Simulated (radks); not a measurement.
Values are calculated unless marked as measured or tabulated.
Valence configurations of Nd II (all share [Xe]). Code: a radial shooting solver on a logarithmic mesh with Libxc functionals. Model: scalar-relativistic Kohn-Sham, PBE, spin-polarised, spherical densities, finite nucleus; open shells are filled with parallel spins first (spin-orbit coupling, left out, can overturn this in heavy ions); Fermi nuclear charge, rms radius 4.9123 fm. Energies are relative to 4f4 6s1; eigenvalues in eV for spin up.

valence	E (eV)	moment (Bohr magnetons)	e(4f)	e(5d)	e(6p)	e(6s)
4f4 6s1	0.000	5	-8.513	-	-	-8.561
4f4.5 6s0.5	0.577	5	-5.519	-	-	-7.746
4f4 5d1	0.996	5	-6.728	-6.505	-	-
4f5	2.091	5	-3.402	-	-	-
4f3.5 6s1 6p0.5	2.311	5	-12.646	-	-6.392	-9.706
4f3 5d1 6s1	2.729	5	-13.828	-9.107	-	-9.234
4f3 6s2	3.605	3	-16.161	-	-	-9.762
4f3 6s1 6p1	6.375	5	-17.188	-	-7.206	-10.795
4f2.5 6s2 6p0.5	9.578	3	-21.104	-	-7.141	-10.904
4f2.5 6s1 6p1.5	12.405	5	-22.052	-	-7.955	-11.829

NIST lists [Xe] 4f4 6s1 as the ground configuration; this level of theory agrees among the configurations tried. The energies are those of spherical high-spin densities, not of single terms.
